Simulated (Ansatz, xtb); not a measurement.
## Relative energy of two structures of FH3O2Si2

We compare a, a singlet given by its coordinates, with b, `O[Si]O[SiH2]F`, a singlet. Both are isolated molecules in the gas phase, relaxed with PBE0-D3(BJ)/def2-SVP; the shapes shown needn't be the lowest conformers.

a (Å):

```yaml
atoms:
  - { symbol: F, position_ang: [0.3058, -0.0122, 0.7809] }
  - { symbol: O, position_ang: [-1.2003, -2.1488, -0.0285] }
  - { symbol: O, position_ang: [-1.6931, -1.2921, 2.1430] }
  - { symbol: Si, position_ang: [-1.1744, -0.6298, 0.6887] }
  - { symbol: Si, position_ang: [-1.7155, -2.8421, 1.4388] }
  - { symbol: H, position_ang: [-2.0390, 0.3974, 0.0873] }
  - { symbol: H, position_ang: [-0.7355, -3.7842, 2.0329] }
  - { symbol: H, position_ang: [-3.0751, -3.4314, 1.3628] }
```

Close contacts (Å): F1–Si4 1.61, O2–Si4 1.68, O2–Si5 1.70, O3–Si4 1.68, O3–Si5 1.70, Si4–Si5 2.40, Si4–H6 1.47, Si5–H7 1.48, Si5–H8 1.48.

b (Å):

```xyz
8

F    -0.3469    1.5464    1.0163
O    -2.8640    2.0040   -0.3898
O    -0.8575    3.6690   -0.4539
Si   -2.4345    3.4646   -1.0481
Si    0.2912    2.9589    0.4829
H    -2.2414    1.5202    0.1740
H     0.5888    3.7865    1.6760
H     1.4948    2.6255   -0.3152
```

**Question.** Estimate E(b) − E(a) at the level CCSD(T)/def2-SVP + ΔMP2/def2-TZVPP.

**Answer.** Calculated at CCSD(T)/def2-SVP + ΔMP2/def2-TZVPP: E(b) − E(a) = +118.8 kJ/mol, so structure a lies lower.

The same difference at several levels:

```tsv
level	geometry	E(b) − E(a) (kJ/mol)	departure from the last row (kJ/mol)	job, with rough time for the two
GFN2-xTB	GFN2-xTB	+90.5	−28.2	optimisation, 0.17 s
HF/STO-3G	GFN2-xTB	+87.6	−31.2	single point, 0.32 s
r2SCAN-D4/def2-SVP	GFN2-xTB	+108.2	−10.6	single point, 2.9 s
PBE0-D3(BJ)/def2-SVP	PBE0-D3(BJ)/def2-SVP	+100.5	−18.3	optimisation, 25 s
HF/def2-SVP	PBE0-D3(BJ)/def2-SVP	+95.3	−23.5	part of the CCSD(T) run
MP2/def2-SVP	PBE0-D3(BJ)/def2-SVP	+109.5	−9.3	part of the CCSD(T) run
CCSD(T)/def2-SVP	PBE0-D3(BJ)/def2-SVP	+92.7	−26.1	single point
CCSD(T)/def2-SVP + ΔMP2/def2-TZVPP	PBE0-D3(BJ)/def2-SVP	+118.8		single point, 21 s
```

The levels shown agree on the order. The largest departure from CCSD(T)/def2-SVP + ΔMP2/def2-TZVPP is that of HF/STO-3G, 31.2 kJ/mol. The last row adds to CCSD(T) the change of the MP2 difference between the two basis sets, here +26.1 kJ/mol, a large step that makes the value less sure.

With harmonic frequencies from PBE0-D3(BJ)/def2-SVP (ideal gas, rigid rotor, one conformer each, 298.15 K, 1 atm): on the last row, ΔE + ΔZPE = +120.1, ΔH = +123.4, ΔG = +114.1 kJ/mol.

The correlated steps freeze 13 core orbitals. Programs: Ansatz 0.2.0, xtb 6.7.1; the last row on 1 thread of Intel(R) Xeon(R) 6975P-C (Granite Rapids) on a shared host.
